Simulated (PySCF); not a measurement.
C6H4F3O (doublet state).
Z-matrix (Å and degrees, GFN2-xTB geometry), rows numbered from 1:
```
C 
C   1  1.3206
O   2  1.3617  1  128.42
C   3  1.3456  2  122.30  1     2.08
C   4  1.3019  3  130.73  2    -2.11
C   5  1.3506  4  161.65  3   169.47
F   6  1.3599  5  118.83  4   -80.36
C   6  1.3778  5  125.78  4   105.06
F   8  1.3295  6  122.69  5    -5.33
F   8  1.3238  6  125.33  5   177.34
H   1  1.0735  2  120.40  3   179.98
H   1  1.0762  2  122.12  3     0.06
H   2  1.0822  1  122.80  3  -179.93
H   4  1.0921  3  108.73  2   179.67
```

The hyperfine couplings belong to this conformer and change with its torsions.

Identity: `C=CO/C=[C]/C(F)=C(F)F` [radical].

Theory: UKS B3LYP, pcH-1 on C F H O, non-relativistic, mean-field spin-orbit, GIAO in PySCF. Geometry: GFN2-xTB, one conformer, isolated molecule. The geometry wasn't refined by DFT: couplings that depend on bond lengths, twists or pyramidal angles can differ widely from those at the functional's own minimum. The frame is twisted about the C5–C6 bond at this geometry (dihedral C4–C5–C6–F7 = -80°); couplings at other torsion angles weren't computed. Stability of the SCF solution: not tested. ⟨S²⟩ is 0.777 where a pure state has 0.75.

Break the g tensor into its mass correction, gauge correction and orbital-Zeeman/spin–orbit terms.

```json
{"Δg (ppm)": "relativistic mass correction", "1": "-208", "2": "-208", "3": "-208"}
{"Δg (ppm)": "gauge correction", "1": "3", "2": "47", "3": "57"}
{"Δg (ppm)": "orbital Zeeman/spin–orbit", "1": "-300", "2": "1236", "3": "1923"}
{"Δg (ppm)": "total", "1": "-505", "2": "1075", "3": "1772"}
```

So g = 2.00181, 2.00339, 2.00409 and g_iso = 2.00310; the tensor is rhombic: the two nearest values differ by 31 % of g3 − g1. Axes: g2 points within 3° of the C5–C6 bond.

What are the electron Larmor frequencies g μB B/h along the three axes at 3350 mT?

93.8599, 93.9340, 93.9667 GHz for g1, g2 and g3, a range of 106.8 MHz.

How much does each term add to the isotropic shift?

The orbital-Zeeman/spin–orbit term 953, the mass correction -208 and the gauge correction 36 ppm, for a total of 781 ppm. The orbital-Zeeman/spin–orbit term is the largest in size. The mass correction is the same along every axis, so the anisotropy comes from the other two: their spans along these axes are 54 (gauge) and 2223 ppm (orbital Zeeman/spin–orbit).

In a frozen sample, at which fields do the three g values resonate at 9.5, 34, 94 and 263 GHz (hyperfine left aside), and which band first spreads them over more than twice a line width of 1.0 mT?

```csv
band,GHz,B(g3) mT,B(g2) mT,B(g1) mT,spread mT
X,9.5,338.68,338.80,339.07,0.39
Q,34.0,1212.13,1212.55,1213.51,1.38
W,94.0,3351.19,3352.35,3355.00,3.81
J,263.0,9376.20,9379.46,9386.86,10.67
```

The spread grows in proportion to the frequency. W band is the first where it exceeds 2.0 mT.

The Mulliken spin populations are largest on C5 (+0.62), C8 (+0.52), C6 (-0.20) and C4 (-0.08).

The HOMO–LUMO gaps are 4.80 eV among the α and 4.21 eV among the β orbitals.
